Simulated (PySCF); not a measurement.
Structure problem from calculated spectra and properties.

Formula: C6H12Si.

- Polarisability: 94.8 au [wB97X-D/def2-SVPD]
- 13C NMR: chemical shifts (computed TMS as zero) by class: 136.6 (1 C), 132.8 (1 C), 33.3 (2 C), 17.6 (2 C) ppm [GIAO KT2/pcSseg-1]
- UV, first state: lowest singlet excitation: 6.38 eV (194 nm, f = 0.005) [TDDFT wB97X-D/def2-SVPD]
- Valence photoelectron: vertical ionisation energy: 9.37 eV [ΔSCF wB97X-D/def2-SVPD]
- 1H NMR: chemical shifts (computed TMS as zero) by class: 6.52 (1 H), 6.21 (1 H), 5.80 (1 H), 4.39 (1 H), 1.68 (2 H), 1.64 (2 H), 1.08 (2 H), 0.75 (2 H) ppm [GIAO KT2/pcSseg-1]
- Dipole: 0.54 D [wB97X-D/def2-SVPD]
- Rotational structure: rotational constants A, B, C: 3.495, 1.516, 1.436 GHz [PBE0-D3(BJ)/def2-SVP]
- XPS: Si2p3/2 105.9, C1s 289.7 (×2), C1s 289.9, C1s 290.2, C1s 290.4 (×2), Si1s 1845.6 eV [ΔSCF SCAN, pcX-2 on the ionised atom, pcseg-1 elsewhere, spin-free X2C, 2p3/2 from a spin–orbit splitting computed afterwards within the 2p shell]

Gas-phase values; electronic properties from PySCF, density fitting. Levels stand in brackets. Isolated species at its PBE0-D3(BJ)/def2-SVP geometry (one conformer only). NMR values are class means; diastereotopic atoms form classes of their own.

Q: Give a SMILES that accounts for the data.

A: Numbering: `[CH2:1]=[CH:2][SiH:3]1[CH2:4][CH2:5][CH2:6][CH2:7]1`. Its formula, C6H12Si, gives 2 degrees of unsaturation: 1 ring and 1 π bond in the structure found. 6 carbons fall into 4 classes; from least to most shielded: alkene CH carbon [C2] (136.6 ppm), terminal =CH2 carbon [C1] (132.8 ppm), ring CH2 carbon [C5/C6] (33.3 ppm, 2 C), ring sp3 carbon bound to silicon [C4/C7] (17.6 ppm, 2 C, up to 2.1 ppm apart in this geometry). Hydrogen classes from least to most shielded: 1 H on an alkene CH carbon, C2 (6.52 ppm), 1 H on a terminal =CH2 carbon, C1 (6.21 ppm), 1 H on a terminal =CH2 carbon, C1 (5.80 ppm), 1 H on an SiH silicon, Si3 (4.39 ppm), 2 H on 2 ring CH2 carbons, C5/C6 (1.68 ppm, a mean of values up to 1.0 ppm apart in this geometry), 2 H on 2 ring CH2 carbons, C5/C6 (1.64 ppm, a mean of values up to 1.2 ppm apart in this geometry), 2 H on 2 like atoms (sp3 carbon bound to silicon), C4/C7 (1.08 ppm, a mean of values up to 0.7 ppm apart in this geometry), 2 H on 2 like atoms (sp3 carbon bound to silicon), C4/C7 (0.75 ppm). The core levels belong to: Si2p3/2 105.9 eV, SiH silicon [Si3]; C1s 289.7 eV, sp3 carbon bound to silicon [C4/C7]; C1s 289.9 eV, alkene CH carbon [C2]; C1s 290.2 eV, terminal =CH2 carbon [C1]; C1s 290.4 eV, ring CH2 carbon [C5/C6]; Si1s 1845.6 eV, SiH silicon [Si3]. One atom of each topological class was ionised and stands for its class. The hole state at 289.9 eV has ⟨S²⟩ = 0.83 against 0.75, so that value is less sure. The first electron is taken from the HOMO, whose largest Löwdin shares are 0.22 on the terminal =CH2 carbon, 0.20 on the alkene CH carbon and 0.14 on each of 2 atoms of one kind (sp3 carbon bound to silicon). The optimised geometry has point group C1 and is an asymmetric top. Structure: `C=C[SiH]1CCCC1`. Computed isomers that give other values at the same levels: `C=C(C)C1C[SiH2]C1` (rotational constant A: 4.550 GHz; this holds for the one conformer computed); `C#C[SiH2]C(C)(C)C` (smallest rotational constant: 1.258 GHz; this holds for the one conformer computed); `[H][Si]([H])(CC=C)CC=C` (13C chemical shifts (computed TMS as zero) by class: 132.1 (2 C), 112.0 (2 C), 23.7 (2 C) ppm). The assignments are read from this structure; whether some other isomer fits the data as well wasn't checked.
